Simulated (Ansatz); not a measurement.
Compare A (`CC(C)/C=C/C(C)C`) with its isomer B (`C=CCCCCCC`).

Calculated with Ansatz (gas phase, PBE0-D4/def2-TZVP geometries, no zero-point term in ΔE). CCSD(T)/CBS is the MP2 limit (def2-TZVPP, def2-QZVPP) plus CCSD(T) − MP2 in def2-TZVPP, frozen cores. DFT in def2-TZVPP. One conformer a species, not always the lowest.

Task: Which isomer does CCSD(T)/CBS put lower? Give the gap. (Estimate.)

Result: The calculation gave: A, by 5.2 kcal/mol.

Task: Give E(B) − E(A) in kcal/mol with PBE0-D4, r2SCAN-D4, CCSD/def2-TZVPP, PBE-D4, MP2/def2-TZVPP, CCSD(T)/def2-TZVPP, LDA (SPW92). (An estimate is asked.)

Result: Ansatz gave: PBE0-D4 5.3, r2SCAN-D4 5.8, CCSD/def2-TZVPP 4.9, PBE-D4 5.6, MP2/def2-TZVPP 6.5, CCSD(T)/def2-TZVPP 5.3, LDA (SPW92) 6.4. None reverses the order clearly.

Largest T1 diagnostic: 0.009.

Leaving LDA and LC-ωPBE aside and taking each functional with its dispersion term where it has one, the values, not all of them listed here, spread over 1.0 kcal/mol, from BHLYP-D4 to revPBE-D4. LDA lies +1.3 kcal/mol from PBE without D4. In def2-TZVPP, CCSD(T) changes the Hartree–Fock value by +1.9 kcal/mol (the triples alone add +0.5 kcal/mol) and MP2 by +3.1 kcal/mol.
